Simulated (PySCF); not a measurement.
## Energy of Be⁺ (beryllium, charge +1) between two integer charges

The 2s alpha orbital of [He] 2s1 is emptied in steps (occupation f), with all orbitals relaxed, ending at 1s2. Calculation: PySCF 2.14, in aug-cc-pVTZ; no relativity, point nucleus. The exact energy is a straight line in f; departures are measured from the line between the end points of the same method.

| f | UHF (eV) | LDA (eV) | PBE (eV) | PBE0 (eV) | LC-wPBE (eV) | BHandHLYP (eV) | HSE06 (eV) |
| --- | --- | --- | --- | --- | --- | --- | --- |
| 1 | 0.000 | 0.000 | 0.000 | 0.000 | 0.000 | 0.000 | 0.000 |
| 0.75 | 0.000 | -0.725 | -0.744 | -0.547 | -0.063 | -0.407 | -0.623 |
| 0.5 | 0.000 | -0.929 | -0.967 | -0.707 | -0.073 | -0.539 | -0.810 |
| 0.25 | 0.000 | -0.642 | -0.697 | -0.506 | -0.048 | -0.403 | -0.582 |
| 0 | 0.000 | 0.000 | 0.000 | 0.000 | 0.000 | 0.000 | 0.000 |

Problem. For HSE06, how does the orbital energy at f = 1 compare with the removal energy?

Solution. −ε = 15.068 eV against a total-energy difference of 18.446 eV. By Janak's theorem ε = ∂E/∂f, so the gap between them reflects the curvature. Along the path −ε is 16.834 (f = 0.75), 18.550 (f = 0.5), 20.143 (f = 0.25) eV.

```csv
method,E(f=0) − E(f=1) (eV),−ε at f=1 (eV),−ε at f=0.5 (eV)
UHF,18.125,18.127,18.125
LDA,18.248,14.295,18.447
PBE,18.491,14.462,18.610
PBE0,18.452,15.474,18.558
LC-wPBE,18.530,18.152,18.577
BHandHLYP,18.498,16.313,18.512
HSE06,18.446,15.068,18.550
```

Reference removal energy between the ground levels: 18.211 eV (measured; NIST Atomic Spectra Database, ionization energies). UHF lacks correlation.
